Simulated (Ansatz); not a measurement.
Consider the formal exchange of groups at a B–C bond: `CBCBO` + `[SiH3][GeH3]` → `C[BH][GeH2][SiH3]` + `CBO`.

Calculated with Ansatz (gas phase, PBE0-D4/def2-TZVP geometries, no zero-point term in ΔE). CCSD(T)/CBS adds triple-zeta CCSD(T) − MP2 to the extrapolated MP2 energy (def2 sets, frozen cores). Functionals use def2-TZVPP. B3LYP here is the variant with VWN-RPA as its local correlation; programs differ in this. For Ge outer-core shells are correlated without core-valence functions, which leaves a few kJ/mol of doubt a bond. Scalar relativity is left out up to krypton. One conformer a species, not always the lowest.

```csv
level,ΔE (kcal/mol),difference from CCSD(T)/CBS
B3LYP-D4,4.0,0.5
ωB97M-V,5.1,1.6
B2PLYP,4.3,0.8
PBE,3.6,0.1
r2SCAN,4.3,0.8
MP2/def2-TZVPP,4.2,0.7
SCS-MP2/def2-TZVPP,4.3,0.8
HF/def2-QZVPP,5.7,2.2
SCS-MP2/def2-QZVPP,4.3,0.8
HF/CBS(def2),5.7,2.2
CCSD(T)/CBS,3.5,0
```

Largest T1 diagnostic among the species: 0.012.

In def2-TZVPP, CCSD(T) changes the Hartree–Fock value by −1.3 kcal/mol (the triples alone add −0.1 kcal/mol) and MP2 by −1.1 kcal/mol.
